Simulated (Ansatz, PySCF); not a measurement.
Atomisation energy: 6 cases among radicals of silicon compounds with O, N or halogens, in kcal/mol, species as SMILES. Conventions: non-relativistic; dispersion terms only where a functional's name holds one; spin-orbit terms left out; UHF or UKS for open shells; valence correlation only; six Cartesian d functions in 6-31G* and its kin unless marked 5d; atomisation electronic, to ground-state atoms. Basis-set limits of correlation are two-point, X^-3; Hartree-Fock from the larger set. First-principles rows: single points at B3LYP-D3(BJ) geometries (Ansatz, an electronic-structure program).

Coupled cluster (Ansatz) is a level with limits of its own, used here on species with T1 under 0.025 (0.045 for open shells) and stable references: (a) CCSD(T)/CBS(aug-cc-pV(T+d)Z,aug-cc-pV(Q+d)Z); (b) CCSD(T)/CBS(cc-pV(T+d)Z,cc-pV(Q+d)Z).

| species | atoms | coupled cluster | difference of M06-2X/6-31G* (5d) (PySCF) | difference of BP86/def2-SVP (PySCF) | difference of B3LYP/6-31G* (Ansatz) | difference of B3LYP-D3(BJ)/def2-TZVPD (Ansatz + dftd3) | difference of PBE0/def2-TZVPD (Ansatz) |
|---|---|---|---|---|---|---|---|
| [SiH2](N)[O] | 7 | 538.0 (b) | -15.2 | 5.7 | -15.5 | 3.1 | -8.4 |
| C[SiH2][O] | 8 | 643.3 (b) | -7.1 | 9.5 | -9.0 | 2.3 | -6.1 |
| CN[SiH2] | 9 | 707.9 (a) | -6.5 | 19.3 | -7.4 | 6.3 | -2.5 |
| O[Si](O)(O)[SiH2] | 10 | 873.0 (b) | -32.2 | -8.3 | -48.0 | -12.4 | -23.5 |
| [NH][SiH](N)N | 10 | 798.2 (a) | -27.9 | 10.7 | -27.2 | 7.1 | -8.4 |
| [SiH2]([NH])N[SiH3] | 11 | 823.0 (b) | -23.6 | 2.8 | -25.8 | 5.4 | -14.6 |

```json
[
 {"level": "M06-2X/6-31G* (5d) (PySCF)", "cases": "6", "mean signed difference": "-18.75", "mean absolute difference": "18.75", "median absolute difference": "19.40", "largest absolute difference": "32.2"},
 {"level": "BP86/def2-SVP (PySCF)", "cases": "6", "mean signed difference": "6.62", "mean absolute difference": "9.38", "median absolute difference": "8.90", "largest absolute difference": "19.3"},
 {"level": "B3LYP/6-31G* (Ansatz)", "cases": "6", "mean signed difference": "-22.15", "mean absolute difference": "22.15", "median absolute difference": "20.65", "largest absolute difference": "48.0"},
 {"level": "B3LYP-D3(BJ)/def2-TZVPD (Ansatz + dftd3)", "cases": "6", "mean signed difference": "1.97", "mean absolute difference": "6.10", "median absolute difference": "5.85", "largest absolute difference": "12.4"},
 {"level": "PBE0/def2-TZVPD (Ansatz)", "cases": "6", "mean signed difference": "-10.58", "mean absolute difference": "10.58", "median absolute difference": "8.40", "largest absolute difference": "23.5"}
]
```

M06-2X/6-31G* (5d) lies above in 0 of 6 cases and within 2 kcal/mol in 0; mean signed difference -18.75 kcal/mol, mean absolute 18.75 kcal/mol (9.60 over the 3 cases of up to 9 atoms, 27.90 over the larger). These figures hold for the species listed.

How the rows were picked: cases drawn at random among the computed members of the class with clean coupled-cluster diagnostics. The batch they came from held 63 cases of this property in the class: 0 with a tabulated value, 60 with clean coupled cluster alone, 3 with neither, which enter no statistics. The levels are drawn from those run on every case listed, the commonest habits more often. No case is left out for the size of its miss. Left out are saddle points of the reference geometry, anions that the best level run finds unbound, excited spin states, species near biochemistry, 298 K rows of species without real B3LYP wavenumbers, cases with under five habitual levels, runs that failed or that the program found above a lower state of the same kind, table entries that another table contradicts, and a share of species set aside by lot.
